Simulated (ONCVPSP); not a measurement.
## Before and after: ONCV potential for osmium

ONCVPSP 4.0.1 input, shortened (lines: element, Z, core and valence counts, functional; n l f; lmax; l rc ep ncon nbas qcut; lloc lpopt rc5 dvloc0; l nproj debl; icmod fcfact rcfact), PBEsol, scalar-relativistic:

```
  Os 76.00   10    5  -116133      upf
    1    0    2.00
    2    0    2.00
    2    1    6.00
    3    0    2.00
    3    1    6.00
    3    2   10.00
    4    0    2.00
    4    1    6.00
    4    2   10.00
    4    3   14.00
    5    0    2.00
    5    1    6.00
    5    2    6.00
    6    0    1.50
    6    1    0.50
    3
    0    1.55    0.00    4    8    8.90
    1    1.65    0.00    5    9    8.70
    2    2.40    0.00    4    9    7.00
    3    2.30    0.10    3    8    4.50
    4    2    0.95    0.00
    0    2    0.60
    1    2    1.40
    2    2    3.50
    3    1    2.80
    1    0.50    0.00
```

Change: s: qcut 7.3; p: qcut 7.1; d: qcut 5.7; f: qcut 3.7.

Cutoffs: the cutoffs (Ha) at which the residual kinetic energy of the hardest occupied pseudo-wave falls to 1 and 0.1 mHa per electron; they do not see the model core or the augmentation charge, which bear on the density cutoff. Errors are all-electron minus pseudo energies relative to the spin-unpolarised reference configuration.

Problem. What does the change do?

Solution. The potential gets neither clearly harder nor softer (28 Ha and 33 Ha → 21 Ha and 50 Ha); the bound ghost in d disappears; the errors of the 3 common tests hardly move.

| quantity | base | changed |
| --- | --- | --- |
| cutoff, loose | 28 Ha | 21 Ha |
| cutoff, tight | 33 Ha | 50 Ha |
| loose cutoff by channel | s 27 Ha, p 28 Ha, d 15 Ha | s 21 Ha, p 21 Ha, d 13 Ha |
| bound ghosts | d | none |
| GHOST(+) flags under 300 eV | s at 254.3 eV | s at 197.3 eV, f at 283.9 eV |
| tests with a reliable result | 3 of 4 | 3 of 4 |
| error for 5s2 5p6 5d6 6s2 6p0, meV [ΔE -2.52 eV] | +0.6 | +0.5 |
| error for 5s2 5p6 5d6 6s1 6p0, meV [ΔE 7.11 eV] | -2.7 | -2.5 |
| error for 5s2 5p6 5d6 6s0 6p0, meV [ΔE 24.05 eV] | -10 | -10 |
| s: phases at 1.57 bohr within 0.05 rad from the reference energy up to (Ha; the scan ends near 5) | to the end of the scan | to the end of the scan |
| p: phases at 1.68 bohr within 0.05 rad from the reference energy up to (Ha; the scan ends near 5) | to the end of the scan | to the end of the scan |
| d: phases at 2.43 bohr within 0.05 rad from the reference energy up to (Ha; the scan ends near 5) | to the end of the scan | to the end of the scan |
| f: phases at 2.33 bohr within 0.05 rad from the reference energy up to (Ha; the scan ends near 5) | 3.3 | 2.8 |
| rms error of d²Exc/dni dnj with the model core, mHa | 0.44 | 0.78 |

 A true bound ghost makes a file unfit for plane-wave use even where its test errors are small: the radial tests pick states by their node count and pass the ghost by.
